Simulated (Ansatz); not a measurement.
Abridged output of a molecular run in Ansatz:

```
Functional definition: HF
1919 factors; integrals over basis functions are off by at most 8.6e-4 eV
mean field evaluation 1: about -46152.1474 eV, gradient 8.5e1 eV
mean field evaluation 2: about -46152.6284 eV, gradient 8.6e1 eV
mean field evaluation 4: about -46166.1154 eV, gradient 1.0e1 eV
mean field evaluation 8: about -46166.3582 eV, gradient 1.6e0 eV
mean field evaluation 16: about -46166.3715 eV, gradient 2.1e-6 eV
mean field -46166.37154108 eV, -1696.5828614440 hartree, gradient 2.3e-6 eV, S^2 0.000000; 0 other end points of the search recorded, 0 dependent functions left out
18 core orbitals not correlated: weight in the atoms' cores, before any rotation towards them, 1.000 or more for the frozen orbitals, at most 0.000 for the correlated occupied ones
reference -46166.37154108 eV, -1696.5828614440 hartree; 28, 28 occupied and 257, 257 virtual orbitals, 1919 factors
second order -52.97195870 eV of doubles, -0.00000000 eV of singles
cycle   1  -48.90660224 eV  change     4.1e0 eV  update   3.9e-1
cycle   2  -51.42030185 eV  change    -2.5e0 eV  update   3.2e-1
cycle   3  -51.95668972 eV  change   -5.4e-1 eV  update   6.6e-2
cycle   4  -51.95076488 eV  change    5.9e-3 eV  update   3.4e-2
cycle   5  -51.92057479 eV  change    3.0e-2 eV  update   1.2e-2
cycle   6  -51.91359339 eV  change    7.0e-3 eV  update   5.5e-3
cycle   7  -51.91649374 eV  change   -2.9e-3 eV  update   3.4e-3
cycle   8  -51.91633199 eV  change    1.6e-4 eV  update   1.9e-3
cycle   9  -51.91632485 eV  change    7.1e-6 eV  update   1.2e-3
cycle  10  -51.91825641 eV  change   -1.9e-3 eV  update   7.1e-4
cycle  11  -51.91811492 eV  change    1.4e-4 eV  update   3.9e-4
cycle  12  -51.91694202 eV  change    1.2e-3 eV  update   1.7e-4
cycle  13  -51.91736723 eV  change   -4.3e-4 eV  update   1.4e-4
cycle  14  -51.91704387 eV  change    3.2e-4 eV  update   9.3e-5
cycle  15  -51.91699985 eV  change    4.4e-5 eV  update   5.2e-5
perturbative correction -3.04929351 eV, -0.1120594695 hartree
Total energy: -46221.33783444 eV, -1698.6028354675 hartree
```

Its atoms:

```xyz
9

O    -0.861   -1.089   -0.931
Mo    0.243    0.104   -0.040
O    -1.123    1.239    0.380
F     1.452   -1.304   -0.162
Cl    1.984    1.303    0.835
Cl    0.703    1.144   -2.021
Cl   -0.187   -0.771    2.086
H    -0.516   -1.911   -1.301
H    -1.695    1.284    1.153
```

(1) Which basis set was used?
A. def2-QZVPP
B. def2-SVP
C. cc-pV(Q+d)Z
D. def2-TZVPP

(2) Write the keys of the input that set method, charge and spin (a neutral closed shell needs none for the last two).

Results:

(1) D. It gives 303 functions.

(2) 
```yaml
correlation: {method: ccsd_t}
```
